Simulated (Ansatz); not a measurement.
Species: CH$_{9}$N$_{3}$OSi, charge 0, multiplicity 1. 
Coordinates optimised at B3LYP-D3(BJ)/def2-TZVP (Ansatz, an electronic-structure program):
```xyz
15

Si    -0.3915     0.0684     0.0080
O      0.9988    -0.4319     0.7395
C      2.2613    -0.4393     0.1035
N     -1.4803     0.0585     1.3282
N     -0.4591     1.6374    -0.6649
N     -0.6000    -0.9559    -1.3588
H      2.9867    -0.8815     0.7875
H      2.2440    -1.0255    -0.8204
H      2.5876     0.5774    -0.1392
H     -1.2853    -0.5166     2.1312
H     -2.4673     0.2041     1.1973
H     -0.5552     2.4468    -0.0748
H     -0.0430     1.8553    -1.5547
H     -1.3182    -0.7568    -2.0368
H     -0.4500    -1.9487    -1.2705
```

Basis-set convergence of Hartree-Fock and MP2 correlation energies (hartree) with Ansatz. Cores are frozen in the correlated levels unless marked. Spin-orbit coupling is left out. Non-relativistic.

| basis | functions | E(HF) | E(corr, MP2) |
|---|---|---|---|
| cc-pV(D+d)Z | 138 | -570.41335 | -0.93483 |
| cc-pV(T+d)Z | 315 | ? | ? |

Q: Fill in the missing entries.

A: 
- cc-pV(T+d)Z, E(HF): -570.53988
- cc-pV(T+d)Z, E(corr, MP2): -1.17694
